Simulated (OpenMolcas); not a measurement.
An OpenMolcas run meant for neutral gallium (ANO-RCC-MB, DKH2; inactive shells 1s 2s 2p 3s 3p 3d; intended active space 3 electrons in 4 orbitals (4s 4p)). One step of its input:

```
&RASSCF
FileOrb=start.orb
Symmetry=1
Spin=2
nActEl=3 0 0
Inactive=8 6
Ras2=1 3
CIRoot=11 11 1
SDav=11
CIMx=300
Iter=65 100
PrWF=0.3
OrbListing=Nothing
MaxOrb=0
Atom
CIOnly
>>> COPY $Project.JobIph JOB002
```

Lines from the output:

```
...
      Number of secondary orbitals               0
      Spin quantum number                      0.5
      State symmetry                             1
Orbital specifications:
      -----------------------

      Symmetry species                           1   2
                                                ag  au
      Frozen orbitals                            0   0
      Inactive orbitals                          8   6
      Active orbitals                            1   3
      RAS1 orbitals                              0   0
      RAS2 orbitals                              1   3
      RAS3 orbitals                              0   0
      Secondary orbitals                         0   0
      Deleted orbitals                           0   0
      Number of basis functions                  9   9
      Number of CSFs                             9
      Number of root(s) required                11
 ************ ERROR ***********
  You can't ask for more roots
  than there are configurations
 ******************************
--- Stop Module: rasscf at  /rc=_RC_INPUT_ERROR_ ---
.####################.
.# User input error #.
.####################.
```

What is wrong with the input?

The state symmetry names the wrong parity for these configurations.
